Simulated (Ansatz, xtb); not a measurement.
Relative energy of two isomers of C3H9PSi

Structure a is `P[SiH]1CCC1`, a singlet and structure b is `C[C@@H]1P[C@H]1[SiH3]`, a singlet. Both are isolated molecules in the gas phase, relaxed with B3LYP-D3(BJ)/def2-SVP; the shapes shown needn't be the lowest conformers.

a (Å):

```json
{"atom": "C", "x (Å)": "1.8655", "y (Å)": "2.3919", "z (Å)": "0.1659"}
{"atom": "C", "x (Å)": "2.4145", "y (Å)": "0.9386", "z (Å)": "0.0027"}
{"atom": "C", "x (Å)": "1.2254", "y (Å)": "0.2452", "z (Å)": "-0.7363"}
{"atom": "P", "x (Å)": "-1.4494", "y (Å)": "2.5416", "z (Å)": "-1.4481"}
{"atom": "Si", "x (Å)": "0.1252", "y (Å)": "1.6491", "z (Å)": "-0.0698"}
{"atom": "H", "x (Å)": "-1.5672", "y (Å)": "3.7501", "z (Å)": "-0.6914"}
{"atom": "H", "x (Å)": "-0.4855", "y (Å)": "3.0894", "z (Å)": "-2.3515"}
{"atom": "H", "x (Å)": "-0.5577", "y (Å)": "1.3145", "z (Å)": "1.2170"}
{"atom": "H", "x (Å)": "2.1415", "y (Å)": "2.9170", "z (Å)": "1.0916"}
{"atom": "H", "x (Å)": "2.1443", "y (Å)": "3.0271", "z (Å)": "-0.6907"}
{"atom": "H", "x (Å)": "3.3807", "y (Å)": "0.8731", "z (Å)": "-0.5257"}
{"atom": "H", "x (Å)": "2.5572", "y (Å)": "0.4790", "z (Å)": "0.9942"}
{"atom": "H", "x (Å)": "1.3388", "y (Å)": "0.3130", "z (Å)": "-1.8309"}
{"atom": "H", "x (Å)": "1.0337", "y (Å)": "-0.8050", "z (Å)": "-0.4740"}
```

b (Å):

```xyz
14

C    -0.5292    3.1082   -0.5413
C     0.8003    2.4001   -0.6875
C     0.8920    0.9233   -0.4311
P     1.1148    1.3967   -2.2449
Si    2.3063    0.1792    0.5417
H    -0.7656    3.2757    0.5238
H    -1.3487    2.5140   -0.9765
H    -0.5188    4.0866   -1.0462
H     1.6610    2.9915   -0.3522
H     2.5435    1.4997   -2.2116
H    -0.0765    0.4275   -0.2782
H     3.5336    0.9877    0.2807
H     2.5507   -1.2334    0.1293
H     2.0235    0.1969    2.0101
```

Quicker runs give these differences E(b) − E(a): GFN2-xTB −2.4 kcal/mol; HF/STO-3G +20.4 kcal/mol (at GFN2-xTB geometries); r2SCAN-D4/def2-SVP +7.1 kcal/mol (at GFN2-xTB geometries).

Task: Which of the two would you expect CCSD(T)/def2-SVP + ΔMP2/def2-TZVPP electronic energies to favour?

Result: Structure a; the calculation gives E(b) − E(a) = +8.6 kcal/mol.

The same difference at several levels:

```json
{"level": "GFN2-xTB", "geometry": "GFN2-xTB", "E(b) − E(a) (kcal/mol)": "−2.4", "departure from the last row (kcal/mol)": "−11.0", "job, with rough time for the two": "optimisation, 0.44 s"}
{"level": "HF/STO-3G", "geometry": "GFN2-xTB", "E(b) − E(a) (kcal/mol)": "+20.4", "departure from the last row (kcal/mol)": "+11.8", "job, with rough time for the two": "single point, 0.96 s"}
{"level": "r2SCAN-D4/def2-SVP", "geometry": "GFN2-xTB", "E(b) − E(a) (kcal/mol)": "+7.1", "departure from the last row (kcal/mol)": "−1.5", "job, with rough time for the two": "single point, 6.6 s"}
{"level": "B3LYP-D3(BJ)/def2-SVP", "geometry": "B3LYP-D3(BJ)/def2-SVP", "E(b) − E(a) (kcal/mol)": "+8.6", "departure from the last row (kcal/mol)": "0.0", "job, with rough time for the two": "optimisation, 98 s"}
{"level": "HF/def2-SVP", "geometry": "B3LYP-D3(BJ)/def2-SVP", "E(b) − E(a) (kcal/mol)": "+8.4", "departure from the last row (kcal/mol)": "−0.1", "job, with rough time for the two": "part of the CCSD(T) run"}
{"level": "MP2/def2-SVP", "geometry": "B3LYP-D3(BJ)/def2-SVP", "E(b) − E(a) (kcal/mol)": "+5.3", "departure from the last row (kcal/mol)": "−3.2", "job, with rough time for the two": "part of the CCSD(T) run"}
{"level": "CCSD(T)/def2-SVP", "geometry": "B3LYP-D3(BJ)/def2-SVP", "E(b) − E(a) (kcal/mol)": "+6.4", "departure from the last row (kcal/mol)": "−2.2", "job, with rough time for the two": "single point"}
{"level": "CCSD(T)/def2-SVP + ΔMP2/def2-TZVPP", "geometry": "B3LYP-D3(BJ)/def2-SVP", "E(b) − E(a) (kcal/mol)": "+8.6", "departure from the last row (kcal/mol)": "", "job, with rough time for the two": "single point, 68 s"}
```

As drawn, b has 2 C–P, 2 Si–H in place of 1 P–Si, 1 C–Si, 1 P–H, 1 C–H. Structure a has a 4-membered ring, b a 3-membered ring.

GFN2-xTB puts the two in the other order. The largest departure from CCSD(T)/def2-SVP + ΔMP2/def2-TZVPP is that of HF/STO-3G, 11.8 kcal/mol. The last row adds to CCSD(T) the change of the MP2 difference between the two basis sets, here +2.2 kcal/mol.

With thermal terms from frequencies at re-optimised GFN2-xTB minima (ideal gas, soft modes damped towards free rotors, one conformer each, 298.15 K, 1 atm): the zero-point term adds −2.5 kcal/mol; ΔH is +6.2 and ΔG +6.4 kcal/mol.

The correlated steps freeze 13 core orbitals. Mirror images aren't counted in ΔG. Codes used: Ansatz 0.2.0, xtb 6.7.1; the last row on 2 threads of Intel(R) Xeon(R) Processor @ 2.70GHz on a shared host.
